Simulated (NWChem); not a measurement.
Species: AlGeH5O; SMILES [OH][AlH][GeH3]

```xyz
8

Al    -0.4197     1.2112    -0.0035
Ge     0.1489    -1.1872    -0.0090
H     -0.6615    -1.9619    -1.0719
H      1.6420    -1.4500    -0.2862
H     -0.1856    -1.8459     1.3485
H     -1.9009     1.7965     0.0043
O      0.8956     2.2995     0.0013
H      0.8287     3.2564     0.0100
```
Atoms are numbered in this order, from 1.

Program: NWChem. Pople sets run with spherical d functions. STO-3G and 3-21G are far too small for this property and stand as cheap habits. The geometry was optimised at PBE0/def2-SVP. Field at 589 nm.

Problem. Order these by “isotropic polarisability (bohr³)”, lowest first: B3LYP/def2-SVP; B3LYP/STO-3G; B3LYP/aug-cc-pVDZ.

Solution. B3LYP/STO-3G (29.3), B3LYP/def2-SVP (61.9), B3LYP/aug-cc-pVDZ (73.7)
